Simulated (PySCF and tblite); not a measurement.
Results of a calculation; reference values are marked as such.
C₆H₆O₂S, numbered as in [CH3:1][O:2][C:3](=[O:4])[c:5]1[cH:6][cH:7][cH:8][s:9]1. The ensemble was built from 90 distance-geometry starts (ETKDG and KDG, MMFF94s, GFN2-xTB) and rests on PBE0-D3(BJ)/def2-SVP geometries. Weights use PBE0-D3(BJ)/pcSseg-1 (IEF-PCM, benzene) energies plus GFN2-xTB zero-point and thermal terms (modes under about 100 cm⁻¹ blended into free rotors). Symmetry numbers and mirror images are counted. Conformers within 3 kcal/mol (GFN2-xTB free energy) were kept, 4 at most. GIAO shieldings: PBE0/pcSseg-1 (IEF-PCM, benzene). Shifts are against TMS (¹H), TMS (¹³C) at the same level. Run with PySCF (density fitting) and tblite.

Torsions listed: C1–O2–C3–O4, O2–C3–C5–S9.

| conformer | shape | point group | mirror pair | ΔE(DFT) | Δ(G−E) at 200 K | δ H6 (ppm) |
| --- | --- | --- | --- | --- | --- | --- |
| 1 | 0°, 1° | Cs | no | 0.00 | 0.00 | 8.12 |
| 2 | 0°, 180° | Cs | no | 0.37 | 0.00 | 7.83 |

Energies in kcal/mol; the thermal term leaves out symmetry numbers and mirror images.

(1) Work out the weights at 200 K and the ¹H shift of H6 under fast exchange.

Answers

(1) RT = 0.397 kcal/mol. Each conformer gets RT ln(σ/g), with σ the rotational symmetry number and g = 2 for a mirror pair: 1: σ = 1, g = 1, G = 0.00 + 0.00 + 0.00 = 0.00, 0.00 above the lowest, exp(−ΔG/RT) = 1.000; 2: σ = 1, g = 1, G = 0.37 + 0.00 + 0.00 = 0.37, 0.37 above the lowest, exp(−ΔG/RT) = 0.396. The sum is 1.396, so the weights are 71.6, 28.4 %. The averaged shift is 8.04 ppm. At 298.15 K it is 8.02 ppm. At 298.15 K the leading conformer alone gives 8.12 ppm and bare DFT energies give 8.02 ppm.
